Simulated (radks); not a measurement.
Effect of the nuclear size on neutral neodymium, [Xe] 4f4 6s2. Calculated with a radial shooting solver on a logarithmic mesh with Libxc functionals: Dirac Kohn-Sham, relativistic LDA (MacDonald-Vosko exchange, VWN5 correlation), spin-unpolarised, spherical densities, finite nucleus; open shells are shared between the two j in proportion to 2j + 1; Fermi nuclear charge, rms radius 4.9123 fm. The rms radius is varied about that value; shifts are against it.

| rms radius (fm) | total energy shift (eV) | density at nucleus (e/bohr^3) | 1s1/2 shift (meV) | 2s1/2 shift (meV) | 5s1/2 shift (meV) | 5p1/2 shift (meV) | 6s1/2 shift (meV) | 4f7/2 shift (meV) | 6p1/2 (empty) shift (meV) |
|---|---|---|---|---|---|---|---|---|---|
| 4.4014 | -2.52 | 4.59e+05 | -1040 | -129 | -0.940 | 0.140 | -0.046 | 0.212 | 0.042 |
| 4.5439 | -1.84 | 4.557e+05 | -759 | -94.5 | -0.686 | 0.102 | -0.034 | 0.155 | 0.031 |
| 4.9123 | 0 | 4.479e+05 | 0.000 | 0.000 | 0.000 | 0.000 | 0.000 | 0.000 | 0.000 |
| 5.0646 | 0.794 | 4.449e+05 | 327 | 40.7 | 0.296 | -0.044 | 0.014 | -0.067 | -0.013 |
| 5.9684 | 5.89 | 4.289e+05 | 2430 | 302 | 2.19 | -0.327 | 0.107 | -0.495 | -0.098 |

Slopes of the eigenvalues against <r^2> in GHz/fm^2, as finite differences over the two radii next to the reference (eigenvalue slopes, not the field-shift constants of lines): 1s1/2 52500, 2s1/2 6530, 5s1/2 47.5, 5p1/2 -7.08, 6s1/2 2.32, 4f7/2 -10.7, 6p1/2 (empty) -2.12.
